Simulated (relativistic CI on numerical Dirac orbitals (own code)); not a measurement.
## Hyperfine structure of Cs8+, mass number 134

Method of calculation: Dirac-Coulomb-Breit CI, KLI orbitals optimised for each configuration, a model potential for QED, unscaled Slater integrals (own radial code, finite nucleus).

CI space (outside the closed core [Kr]): 4d10 5s, 4d10 5p, 4d10 5d, 4d10 4f, 4d10 5f, 4d10 5g, 4d9 5s 4f, 4d10 6s, 4d9 5s2, 4d10 6p, 4d10 6d, 4d9 5s 5p, 4d10 7s. Double excitations out of closed p, d and f shells are left out; levels of such configurations are missing from the list, as are those of other unlisted configurations, and high levels can miss mixing partners.

Nuclear spin I = 4, μ = 2.9893 μN, Q = 0.37 b (tables of Stone and Pyykkö). The electronic factors are computed for point nuclear moments, without core polarisation or the Bohr-Weisskopf and QED corrections.

```json
{"Level": "4d10 5s 2S_1/2", "E (cm⁻¹)": "0", "A (MHz)": "45180", "B (MHz)": ""}
{"Level": "4d10 5p 2P°_1/2", "E (cm⁻¹)": "122155", "A (MHz)": "12010", "B (MHz)": ""}
{"Level": "4d10 5p 2P°_3/2", "E (cm⁻¹)": "144191", "A (MHz)": "1869", "B (MHz)": "1730"}
{"Level": "4d10 4f 2F°_5/2", "E (cm⁻¹)": "245680", "A (MHz)": "307.3", "B (MHz)": "155"}
{"Level": "4d10 4f 2F°_7/2", "E (cm⁻¹)": "246463", "A (MHz)": "167.2", "B (MHz)": "178"}
{"Level": "4d10 5d 2D_3/2", "E (cm⁻¹)": "340043", "A (MHz)": "663.3", "B (MHz)": "213"}
{"Level": "4d10 5d 2D_5/2", "E (cm⁻¹)": "343577", "A (MHz)": "273.3", "B (MHz)": "280"}
{"Level": "4d10 6s 2S_1/2", "E (cm⁻¹)": "449641", "A (MHz)": "17790", "B (MHz)": ""}
```

Levels with J = 0, under 50 % of one LS term, or S terms without an open s electron are left out. Small factors come from cancelling terms and can be off by tens of per cent or more.

At this charge configurations can still be misplaced by up to about 7 % of their energy. Levels and lines within the n = 5 or 6 shells can be off by up to 10 % or somewhat more, and those that change n by about 2 %, since core polarisation is missing. Levels that differ in their count of f electrons can be misplaced by several ten thousand cm⁻¹, since the correlation energy of f electrons is missing or only estimated; rates across such gaps can be off by orders of magnitude.

(1) Give the hyperfine levels of 4d10 5s 2S_1/2 relative to its centre of gravity.

## Answers

(1) With K = F(F + 1) − I(I + 1) − J(J + 1), E = AK/2: F = 7/2: -112900, F = 9/2: 90350 MHz.

LS names give the leading component of a level, which can be under half, so a name can repeat, a term be missing and a line seem to break the LS rules.
